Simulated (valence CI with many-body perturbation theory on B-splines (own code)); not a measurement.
## Questions on Nb¹⁹⁺

Calculated by valence CI with perturbative core correlation (CI+MBPT): four valence electrons over a frozen Dirac-Fock core [Ar], a basis of 9 s, 9 p, 10 d, 8 f, 5 g, 3 h, 1 i functions for each j, with the one-electron correlation potential Σ1, the two-electron term Σ2, the three-electron term Σ3, Breit, model QED; selected CI, second order for the rest (own B-spline code, finite nucleus).

No measured spectrum was set against this ion. As an estimate, terms of the open shell hold to 2 to 4 % of their energy, and close levels can change places. Core correlation moves these levels by up to 9400 cm⁻¹, and in measured spectra 5 to 20 % of such shifts remained as error; rates that hang on mixing are uncertain with them. Only levels of the ground parity were solved; by the run's estimate the other parity begins above the list, which can be wrong where configurations are misplaced.

Names give the largest LS component (configuration and term), which can be under half, so a name can repeat, a term be missing and a line seem to break the LS rules; names also repeat where a configuration has a term twice.

Rates and lifetimes use the calculated energies. Strong lines usually hold to 10 to 20 %, long lifetimes can be off by a factor of two.

Q: What is the ground level?

A: 3d4 5D_0, composition 81 % 3d4 5D + 18 % 3d4 3P.

Q: How well does LS coupling describe the low levels?

A: Among the lowest 20 levels the leading LS term, summed over configurations, holds 74 % on average. For single configurations the figures are 74 % in LS and 63 % in jj coupling. Terms mix most in the J = 4 level at 12.592 eV, where the leading one holds 40 %.

Q: How is the term 5D of the ground level split?

A: J = 0 at 0.000, J = 1 at 1.009, J = 2 at 2.126, J = 3 at 3.176, J = 4 at 4.104 eV.

Q: What is the ionisation energy?

A: 816.15 eV; NIST lists 816 ± 4 eV (theoretical).
